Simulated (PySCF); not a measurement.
## Bonding in `C#CCC[SiH2]/C=C/C(=O)O`

Compound: C₇H₁₀O₂Si.
SMILES with atom numbers: `[CH:1]#[C:2][CH2:3][CH2:4][SiH2:5]/[CH:6]=[CH:7]/[C:8](=[O:9])[OH:10]` (hydrogens: H11 on C1; H12, H13 on C3; H14, H15 on C4; H16, H17 on Si5; H18 on C6; H19 on C7; H20 on O10)

Cartesian coordinates in Å at the GFN2-xTB level; atoms count from 1:
```xyz
20
C7H10O2Si angstrom
C      4.7075   -0.8661   -0.9049
C      3.7639   -0.8295   -0.1698
C      2.5979   -0.7670    0.6874
C      1.4137   -0.1093   -0.0298
Si    -0.1375   -0.0242    1.0734
C     -1.5148    0.8127    0.1010
C     -2.5985    0.2008   -0.3722
C     -3.6379    0.9366   -1.1111
O     -3.6258    2.1165   -1.3614
O     -4.6477    0.1343   -1.4904
H      5.5445   -0.9056   -1.5356
H      2.8509   -0.1995    1.5871
H      2.3319   -1.7823    0.9944
H      1.7086    0.8928   -0.3488
H      1.2000   -0.6696   -0.9430
H      0.1377    0.7772    2.2734
H     -0.5521   -1.3772    1.4634
H     -1.4450    1.8767   -0.0953
H     -2.7841   -0.8542   -0.2404
H     -5.3181    0.6477   -1.9671
```

Bond orders from the PBE0/pcSseg-1 density (PySCF). Geometry: GFN2-xTB, one conformer, isolated molecule.

**Question.** Where do the orders between heavy atoms depart from those drawn in the SMILES?

**Answer.** The largest departure is 0.472, at C1–C2 (drawn triple, 2.528). Drawn single, order above 1.12: C2–C3 (1.142) and C8–O10 (1.130). Drawn single, order below 0.88: Si5–C6 (0.876). Drawn double or triple, more than 0.30 short of the drawn order: C1–C2 (2.528).

**Question.** Give the Mayer order of every bond between heavy atoms, beside its length.

**Answer.** 
```tsv
bond	drawn as	length (Å)	Mayer order
C1–C2	triple	1.197	2.528
C2–C3	single	1.448	1.142
C3–C4	single	1.533	1.033
C4–Si5	single	1.905	0.907
Si5–C6	single	1.882	0.876
C6–C7	double	1.331	1.860
C7–C8	single	1.472	0.974
C8–O9	double	1.206	1.976
C8–O10	single	1.344	1.130
```

By pair of heavy elements: C–C: lowest C7–C8 (0.974, 1.472 Å), highest C1–C2 (2.528, 1.197 Å); in 1 of the 10 pairs the longer bond (by over 0.003 Å) has the higher order (by 0.02 or more). C–Si: lowest Si5–C6 (0.876, 1.882 Å), highest C4–Si5 (0.907, 1.905 Å); in 1 of the 1 pairs the longer bond (by over 0.003 Å) has the higher order (by 0.02 or more). C–O: lowest C8–O10 (1.130, 1.344 Å), highest C8–O9 (1.976, 1.206 Å).

**Question.** And the bonds to hydrogen?

**Answer.** C–H: 0.91 to 1.15 (7 bonds); H–Si: 0.95 (2 bonds); H–O: 0.93 (1 bond).

**Question.** Sum the orders of all bonds at each heavy atom with more than one neighbour and set the sums beside the valence in the SMILES.

**Answer.** C1 3.676 (drawn 4), C2 3.670 (drawn 4), C3 3.993 (drawn 4), C4 3.822 (drawn 4), Si5 3.689 (drawn 4), C6 3.655 (drawn 4), C7 3.792 (drawn 4), C8 4.080 (drawn 4), O10 2.055 (drawn 2). Orders between atoms that aren't bonded are not in these sums.

For a closed shell the Mayer order of atoms A and B is Σ (PS)μν (PS)νμ over the basis functions μ on A and ν on B, with P the density and S the overlap matrix.
